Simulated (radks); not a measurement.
The numbers below are computed, except where a source is named.
Task: These are the eigenvalues of the occupied orbitals of an atom or ion with whole-number occupations (hartree). Level of theory: scalar-relativistic Kohn-Sham, PW91, spin-unpolarised, spherical densities, finite nucleus; Fermi nuclear charge, rms radius of each element as measured or else 0.836 A^(1/3) + 0.57 fm (a radial shooting solver on a logarithmic mesh with Libxc functionals).

orbital  eigenvalue
1s        -2723.664
2s        -482.2823
2p        -421.3285
3s        -119.4718
3p        -101.5625
3d        -81.52945
4s        -32.50665
4p        -26.60322
4d        -19.26239
5s        -11.74023
4f        -11.05536
5p         -9.94758

Which element is it, and in what charge state? The configuration may be excited.

Result: Z = 76, osmium, charge +13: Os13+ in [Kr] 4d10 4f13 5s2 5p2. The list shows which subshells hold electrons but not how many an open one holds; the 1s level, -2723.7 hartree, gives Z - s = 73.8 by -(Z - s)^2/2, which with screening and relativity narrows Z to a few neighbours, and the depths of the outer levels then fix element, charge and occupations together.
